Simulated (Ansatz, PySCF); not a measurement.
Gas-phase reaction (SMILES): CCB(N)N → [CH2]B(N)N + [CH3] (CH3); the C-C bond at the site shown breaks (other sites are not compared here).

Structures are relaxed separately at B3LYP-D3(BJ)/def2-TZVP in Ansatz (a first-principles code), one conformer each, not searched for the lowest. Valence correlation only, unless marked. UHF or UKS for open shells. No spin-orbit coupling. Non-relativistic. CBS(X,Y): correlation extrapolated as X^-3; Hartree-Fock from the larger set. Thermal terms are rigid-rotor harmonic-oscillator values from B3LYP-D3(BJ) frequencies (PySCF) at 298.15 K and 1 atm. 1 Eh = 627.5095 kcal/mol.

```tsv
species	E, CCSD(T)/CBS(cc-pVTZ,cc-pVQZ) (Ansatz) (Eh)	E, B3LYP-D3(BJ)/def2-TZVPD (Ansatz + dftd3) (Eh)	H - E (Eh)
CCB(N)N	-215.81156	-216.19884	0.13139
[CH2]B(N)N	-175.88914	-176.20351	0.08796
[CH3] (CH3)	-39.77878	-39.86032	0.03371
```

### Question
Work out ΔE and ΔH at 298.15 K at the first level, then ΔH at the second.

### Answer

1. ΔE = [(-175.88914) + (-39.77878)] - [(-215.81156)] = 0.14364 Eh = 90.1 kcal/mol at CCSD(T)/CBS(cc-pVTZ,cc-pVQZ).
2. The terms H - E add up to -0.00972 Eh, so ΔH = (0.14364 + (-0.00972))×627.5095 = 84.0 kcal/mol.
3. At B3LYP-D3(BJ)/def2-TZVPD the same steps give ΔE = 84.7 and ΔH = 78.6 kcal/mol, a shift of -5.4 from the first level.
4. These values are not checked against measurement here, since the tables used lack a sound gas-phase enthalpy of formation for at least one species.
